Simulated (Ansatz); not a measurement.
Tetramethylammonium tetracyanoborate, `C[N+](C)(C)C.N#C[B-](C#N)(C#N)C#N`. Total charge 0; triplet. Geometry PBE-D4/def2-SVP, that of the neutral singlet; atoms count from 1.

```xyz
26

C     0.5964   -1.3995    2.4831
N    -0.1018   -0.8898    1.2591
C    -1.2663   -1.7779    0.9104
C     0.8691   -0.8815    0.1038
C    -0.6158    0.5045    1.5221
H     0.9662   -2.4227    2.2901
H     1.4451   -0.7299    2.7118
H    -0.1141   -1.4078    3.3294
H    -1.9578   -1.8116    1.7719
H    -1.7741   -1.3431    0.0261
H    -0.8879   -2.7919    0.6866
H     1.6564   -0.1325    0.2971
H     1.3001   -1.8929   -0.0026
H     0.3241   -0.6126   -0.8145
H     0.2385    1.1954    1.6392
H    -1.2433    0.4745    2.4312
H    -1.2169    0.8187    0.6505
N    -0.3019    3.7510   -4.3229
C    -0.0892    2.9073   -3.5378
B     0.1914    1.7713   -2.4709
C     1.1834    0.6308   -2.9930
N     1.8893   -0.2687   -3.2568
C    -1.1486    1.0076   -2.0136
N    -2.0163    0.3679   -1.5469
C     0.8199    2.3349   -1.1059
N     1.2541    2.5985   -0.0476
```

At PBE0-D4/def2-SVP a singlet of charge 0 lies 6.09 eV below the triplet at the same geometry.

(1) Estimate the Mulliken populations from the PBE0/def2-SVP orbitals of Ansatz.

(2) Where does the spin sit?

(3) And the Mayer bond orders between heavy atoms (over 0.3)?

## Answers

(1) 
```json
{"atom": "C1", "charge (e)": "0.03", "spin (α − β)": "0.00"}
{"atom": "N2", "charge (e)": "-0.43", "spin (α − β)": "0.00"}
{"atom": "C3", "charge (e)": "0.01", "spin (α − β)": "0.01"}
{"atom": "C4", "charge (e)": "0.02", "spin (α − β)": "0.01"}
{"atom": "C5", "charge (e)": "0.01", "spin (α − β)": "0.01"}
{"atom": "H6", "charge (e)": "0.09", "spin (α − β)": "0.00"}
{"atom": "H7", "charge (e)": "0.11", "spin (α − β)": "0.00"}
{"atom": "H8", "charge (e)": "0.09", "spin (α − β)": "0.00"}
{"atom": "H9", "charge (e)": "0.08", "spin (α − β)": "0.00"}
{"atom": "H10", "charge (e)": "0.12", "spin (α − β)": "0.01"}
{"atom": "H11", "charge (e)": "0.09", "spin (α − β)": "0.00"}
{"atom": "H12", "charge (e)": "0.12", "spin (α − β)": "0.00"}
{"atom": "H13", "charge (e)": "0.09", "spin (α − β)": "0.00"}
{"atom": "H14", "charge (e)": "0.11", "spin (α − β)": "0.00"}
{"atom": "H15", "charge (e)": "0.12", "spin (α − β)": "0.00"}
{"atom": "H16", "charge (e)": "0.08", "spin (α − β)": "0.00"}
{"atom": "H17", "charge (e)": "0.11", "spin (α − β)": "0.00"}
{"atom": "N18", "charge (e)": "-0.10", "spin (α − β)": "0.02"}
{"atom": "C19", "charge (e)": "-0.07", "spin (α − β)": "0.04"}
{"atom": "B20", "charge (e)": "-0.06", "spin (α − β)": "0.03"}
{"atom": "C21", "charge (e)": "-0.09", "spin (α − β)": "-0.01"}
{"atom": "N22", "charge (e)": "-0.13", "spin (α − β)": "0.00"}
{"atom": "C23", "charge (e)": "-0.05", "spin (α − β)": "0.88"}
{"atom": "N24", "charge (e)": "-0.11", "spin (α − β)": "0.95"}
{"atom": "C25", "charge (e)": "-0.07", "spin (α − β)": "0.01"}
{"atom": "N26", "charge (e)": "-0.17", "spin (α − β)": "0.05"}
```
Mulliken values depend strongly on the basis.

(2) Summed by element: C 0.94, N 1.02, H 0.01, B 0.03, of 2 unpaired in all. Largest on single atoms: N24 0.95, C23 0.88, N26 0.05.

(3) C1–N2 0.89 (1.50 Å); N2–C3 0.88 (1.51 Å); N2–C4 0.86 (1.51 Å); N2–C5 0.87 (1.51 Å); N18–C19 2.92 (1.17 Å); C19–B20 0.91 (1.58 Å); B20–C21 0.91 (1.60 Å); B20–C23 1.00 (1.61 Å); B20–C25 0.88 (1.60 Å); C21–N22 2.92 (1.17 Å); C23–N24 1.84 (1.17 Å); C25–N26 2.84 (1.17 Å).
